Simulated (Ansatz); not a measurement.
`C[SiH](F)I` + HCl → `F[SiH](Cl)I` + CH₄  (ligand exchange at the Si–C bond)

Calculated with Ansatz (gas phase, PBE0-D4/def2-TZVP geometries, no zero-point term in ΔE). CBS: MP2 limit from def2 TZ/QZ plus the TZ coupled-cluster correction, frozen cores. This one scheme is used for every species. Functionals use def2-TZVPP. B3LYP here is the variant with VWN-RPA as its local correlation; programs differ in this. def2 core potentials past Kr. For I outer-core shells are correlated without core-valence functions, which leaves a few kJ/mol of doubt a bond.

```
             level  ΔE (kJ/mol)  difference from CCSD(T)/CBS
       LDA (SPW92)        -86.3                          4.8
      CAM-B3LYP-D4        -91.6                         -0.5
            B2PLYP        -94.0                         -2.9
          PBE-QIDH        -92.0                         -0.9
               PBE        -91.5                         -0.4
             B3LYP        -93.8                         -2.7
           r2SCANh        -94.8                         -3.7
RPA@PBE/def2-TZVPP        -85.0                          6.1
       HF/def2-SVP        -91.1                          0.0
SCS-MP2/def2-TZVPP        -92.3                         -1.2
       CCSD(T)/CBS        -91.1                            0
```

Largest T1 diagnostic among the species: 0.009.

At CCSD(T), def2-SVP lies +4.1 kJ/mol from the extrapolated value and def2-TZVPP +3.4 kJ/mol. Leaving LDA and LC-ωPBE aside and taking each functional with its dispersion term where it has one, the values, not all of them listed here, spread over 6.1 kJ/mol, from B97M-V to PBE0-D4. LDA lies +5.1 kJ/mol from PBE without D4.

CCSD(T)/CBS has its own doubt, a few kJ/mol and more with outer-core shells, so smaller differences from it don't rank the levels.
